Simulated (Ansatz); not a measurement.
Reaction (redistribution): `[F][Cd][O][SiH3]` + `[NH2][GeH2][SiH2]Cl` → `[NH2][Cd][O][SiH3]` + `[F][GeH2][SiH2]Cl`

Gas-phase electronic energies from Ansatz, PBE0-D4/def2-TZVP geometries. CCSD(T)/CBS adds triple-zeta CCSD(T) − MP2 to the extrapolated MP2 energy (def2 sets, frozen cores). Functionals use def2-TZVPP. Elements past krypton have def2 core potentials. For Cd, Ge outer-core shells are correlated without core-valence functions, which leaves a few kJ/mol of doubt a bond. Scalar relativity is left out up to krypton. Each species was taken in one conformer, which may not be the lowest.

```
             level  ΔE (eV)
            PBE-D4    -0.19
           PBE0-D4    -0.17
           ωB97X-V    -0.15
           ωB97M-V    -0.17
               PBE    -0.21
    MP2/def2-TZVPP    -0.28
   CCSD/def2-TZVPP    -0.19
CCSD(T)/def2-TZVPP    -0.21
```

Q: What does CCSD(T)/CBS give? (An estimate is asked.)

A: The calculation gave: -0.15 eV. The listed levels differ from it by -0.04, -0.02, 0.00, -0.02, -0.06, -0.13, -0.04, -0.06 eV.

Largest T1 diagnostic among the species: 0.016.

In def2-TZVPP, CCSD(T) changes the Hartree–Fock value by −0.12 eV (the triples alone add −0.02 eV) and MP2 by −0.18 eV.
